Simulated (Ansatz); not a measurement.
Ansatz (an electronic-structure program) input:
A basis named .json is the Basis Set Exchange file of that set.

Ansatz 0.2 input:
```yaml
crystal:
  periodic: [false, false, false]
  atoms:
    - {symbol: In, position_ang: [-0.00000000, -0.00000000, -0.67617906]}
    - {symbol: Cl, position_ang: [0.00000000, 0.00000000, 1.94898670]}
basis:
  gaussian:
    orbitals: def2-QZVPP.json
    fitting: {mean_field: def2-universal-jkfit, correlation: def2-QZVPP-RIFIT.json}
total_charge: -1
magnetization: {spin_polarized: true, initial_magnetization: 1}
correlation: {method: mp2, electrons: outside_noble_gas}
```

Q: Which total energy does the run end on?

A: -649.09227 Eh (RI-MP2/def2-QZVPP). The basis has 152 functions.
